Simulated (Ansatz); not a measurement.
Ansatz (a program for electronic structure) input (CAM-B3LYP/def2-TZVPD):

Ansatz 0.2 input:
```yaml
crystal:
  periodic: [false, false, false]
  atoms:
    - {symbol: N, position_ang: [1.21144156, 1.69920798, -0.09679927]}
    - {symbol: Si, position_ang: [1.62237017, 0.00070358, -0.03083916]}
    - {symbol: O, position_ang: [0.27973331, -0.88802713, -0.25278222]}
    - {symbol: Si, position_ang: [-1.35860779, -0.65729201, -0.28930617]}
    - {symbol: N, position_ang: [-1.95765177, 0.45581363, 0.85887571]}
    - {symbol: H, position_ang: [2.01002211, 2.32834596, 0.01448620]}
    - {symbol: H, position_ang: [2.21289623, -0.28875867, 1.30014822]}
    - {symbol: H, position_ang: [2.59877074, -0.31184150, -1.10245570]}
    - {symbol: H, position_ang: [-1.69244902, -0.16456462, -1.64027030]}
    - {symbol: H, position_ang: [-1.96954430, -1.96937429, -0.00206402]}
    - {symbol: H, position_ang: [-2.14148236, 0.18266934, 1.81069645]}
    - {symbol: H, position_ang: [-1.72528177, 1.43482748, 0.78921667]}
basis:
  gaussian:
    orbitals: def2-TZVPD
hamiltonian:
  xc: {name: CAM-B3LYP}
magnetization: {spin_polarized: true, initial_magnetization: 1}
output: {forces: true}
```

Output:

```
Functional definition: CAM-B3LYP
integrals: 0.31 GiB planned
1467 factors; their error is unknown
integrals: 0.35 GiB planned
599 factors; integrals over basis functions are off by at most 1.0e-5 eV
0.41 GiB of the device are held for the grids
2.05 GiB of device memory are held for the factors and their scratch space
mean field: 1.88 GiB planned
mean field evaluation 1: about -20886.0270 eV, gradient 6.1e1 eV
mean field evaluation 2: about -20875.7962 eV, gradient 7.8e1 eV
mean field evaluation 4: about -20899.6132 eV, gradient 3.9e0 eV
mean field evaluation 8: about -20899.6976 eV, gradient 2.0e-1 eV
mean field evaluation 16: about -20899.7068 eV, gradient 9.3e-4 eV
mean field evaluation 32: about -20899.5988 eV, gradient 2.2e0 eV
mean field -20899.70681240 eV, -768.0500590258 hartree, gradient 1.7e-5 eV, S^2 0.754019; 2 other end points of the search recorded, 0 dependent functions left out
the calculation of the forces begins
reference -20899.70696949 eV, -768.0500647985 hartree; 29, 28 occupied and 234, 235 virtual orbitals, 1467 factors
Total energy: -20899.70696949 eV, -768.0500647985 hartree
Atom 0 at     1.211442     1.699208    -0.096799 Å, force     0.112719    -0.084528     0.016717 eV/Å
Atom 1 at     1.622370     0.000704    -0.030839 Å, force    -0.056615    -0.080127    -0.024996 eV/Å
Atom 2 at     0.279733    -0.888027    -0.252782 Å, force    -0.049777     0.184032     0.040635 eV/Å
Atom 3 at    -1.358608    -0.657292    -0.289306 Å, force     0.060158     0.005991     0.058511 eV/Å
Atom 4 at    -1.957652     0.455814     0.858876 Å, force     0.094561    -0.079823    -0.069430 eV/Å
Atom 5 at     2.010022     2.328346     0.014486 Å, force    -0.060078    -0.016863    -0.011427 eV/Å
Atom 6 at     2.212896    -0.288759     1.300148 Å, force    -0.036700     0.028991    -0.055217 eV/Å
Atom 7 at     2.598771    -0.311841    -1.102456 Å, force    -0.051382     0.029466     0.040453 eV/Å
Atom 8 at    -1.692449    -0.164565    -1.640270 Å, force     0.009561    -0.011819     0.037208 eV/Å
Atom 9 at    -1.969544    -1.969374    -0.002064 Å, force     0.019828     0.039393    -0.009332 eV/Å
Atom 10 at    -2.141482     0.182669     1.810696 Å, force    -0.010892     0.008383    -0.029595 eV/Å
Atom 11 at    -1.725282     1.434827     0.789217 Å, force    -0.031383    -0.023095     0.006475 eV/Å
Dipole moment:     0.266064     0.198828     0.252256 e Å
```

It need not be the lowest isomer of its formula.
